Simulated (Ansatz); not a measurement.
The cluster Li2I3⁻: single points at one geometry.

```yaml
crystal:
  periodic: [false, false, false]
  atoms:
    - {symbol: Li, position_ang: [0.586548, 0.304590, 2.139826]}
    - {symbol: Li, position_ang: [-0.226055, -0.115245, -0.828986]}
    - {symbol: I, position_ang: [-0.911373, -0.490589, -3.278954]}
    - {symbol: I, position_ang: [2.322382, -0.582377, 0.530639]}
    - {symbol: I, position_ang: [-1.771502, 0.883610, 1.437474]}
basis:
  gaussian: {orbitals: def2-TZVPD, initial_orbitals: start.molden}
total_charge: -1
hamiltonian: {xc: hf}
scf: {omitted_lower_state_checks: [starts]}
output: {orbitals: {seedname: orbitals}}
```

The file start.molden holds the orbitals of an earlier run on this structure, at another level or in another basis.

```sh
$ ansatz run in.yaml --threads 4 --pin off --events-out ev --progress --plain --max-ram 4787MiB
```

It prints (some lines left out):

```
Functional definition: HF
1937 factors; their error is unknown
mean field evaluation 1: about -24629.7162 eV, gradient 2.1e1 eV
mean field evaluation 2: about -24630.2486 eV, gradient 4.8e-1 eV
mean field evaluation 4: about -24633.0670 eV, gradient 4.4e0 eV
mean field evaluation 8: about -24633.0823 eV, gradient 1.8e-5 eV
mean field -24633.08228986 eV, -905.2490772496 hartree, gradient 1.8e-5 eV, S^2 0.000000; 0 other end points of the search recorded, 0 dependent functions left out
reference -24633.08228986 eV, -905.2490772496 hartree; 41, 41 occupied and 170, 170 virtual orbitals, 1937 factors
Total energy: -24633.08228986 eV, -905.2490772496 hartree
Checks for a lower state left out: starts
```

Hardware: 4 threads of Arm Neoverse V1 on a shared host. Wall time 3.4 s, peak host memory 0.73 GiB.

The first input with `hamiltonian: {xc: r2scan, dispersion: d4}` (abridged; 4.6 s):

```
Functional definition: r2SCAN
mean field -24731.51147719 eV, -908.8662831662 hartree, gradient 2.6e-5 eV, S^2 0.000000
Total energy: -24731.54855221 eV, -908.8676456479 hartree
Checks for a lower state left out: starts
```

As the first input, with `gaussian: {orbitals: STO-3G}` (abridged; 0.9 s):

```
Functional definition: HF
mean field -559659.89062342 eV, -20567.1216293118 hartree, gradient 2.0e-5 eV, S^2 0.000000
Total energy: -559659.89062342 eV, -20567.1216293118 hartree
Checks for a lower state left out: starts
```

As the first input, with `hamiltonian: {xc: pbe, dispersion: d4}`, `output: {forces: true, orbitals: {seedname: orbitals}}` (abridged; 2.9 s):

```
Functional definition: PBE
mean field -24719.72994306 eV, -908.4333197726 hartree, gradient 2.4e-5 eV, S^2 0.000000
Total energy: -24719.87102223 eV, -908.4385043365 hartree
Atom 0 force    -0.008561    -0.002928    -0.038156 eV/Å
Atom 1 force    -0.015631    -0.010011    -0.057533 eV/Å
Atom 2 force     0.020956     0.011529     0.070382 eV/Å
Atom 3 force    -0.061935     0.023212     0.025670 eV/Å
Atom 4 force     0.065171    -0.021802    -0.000363 eV/Å
Dipole moment:     0.367924     0.196306     1.339223 e Å
Checks for a lower state left out: starts
```

First input, but with `hamiltonian: {xc: {name: B3LYP}, dispersion: d4}` (abridged; 4.1 s):

```
Functional definition: B3LYP
mean field -24730.57303911 eV, -908.8317962029 hartree, gradient 1.7e-5 eV, S^2 0.000000
Total energy: -24730.80578558 eV, -908.8403494778 hartree
Checks for a lower state left out: starts
```

First input, but with `gaussian: {orbitals: def2-SVPD, initial_orbitals: start.molden}`, `correlation: {method: ccsd_t}` and without the key `hamiltonian` (abridged; 31 s):

```
Functional definition: HF
mean field -24632.34173226 eV, -905.2218622598 hartree, gradient 5.7e-6 eV, S^2 0.000000
12 core orbitals not correlated: weight in the atoms' cores, before any rotation towards them, 1.000 or more for the frozen orbitals, at most 0.000 for the correlated occupied ones
second order -11.10310457 eV of doubles, -0.00000000 eV of singles
cycle   1  -11.51153474 eV  change   -4.1e-1 eV  update   6.7e-2
cycle   2  -11.68798582 eV  change   -1.8e-1 eV  update   1.9e-2
cycle   3  -11.71333211 eV  change   -2.5e-2 eV  update   8.1e-3
cycle   4  -11.71027677 eV  change    3.1e-3 eV  update   1.9e-3
cycle   5  -11.70951367 eV  change    7.6e-4 eV  update   6.4e-4
cycle   6  -11.70944560 eV  change    6.8e-5 eV  update   2.1e-4
cycle   7  -11.70946553 eV  change   -2.0e-5 eV  update   7.4e-5
cycle   8  -11.70948052 eV  change   -1.5e-5 eV  update   2.8e-5
perturbative correction -0.27488893 eV, -0.0101019819 hartree
Total energy: -24644.32610171 eV, -905.6622797137 hartree
Checks for a lower state left out: starts
```

First input, but with `hamiltonian: {xc: {name: BLYP}, dispersion: d4}` (abridged; 2.9 s):

```
Functional definition: BLYP
mean field -24717.39678994 eV, -908.3475779769 hartree, gradient 2.2e-5 eV, S^2 0.000000
Total energy: -24717.67172564 eV, -908.3576816776 hartree
Checks for a lower state left out: starts
```

Geometry: r2SCAN-D4/def2-SVPD.

In the def2 sets I takes a core potential, while STO-3G treats all electrons; there is no spin–orbit coupling. B3LYP takes the VWN-RPA correlation. Correlated methods freeze 12 core orbitals; core or outer-core shells of Li, I are correlated, in sets that lack core-valence functions. The structure comes from a short search, and lower isomers may exist.
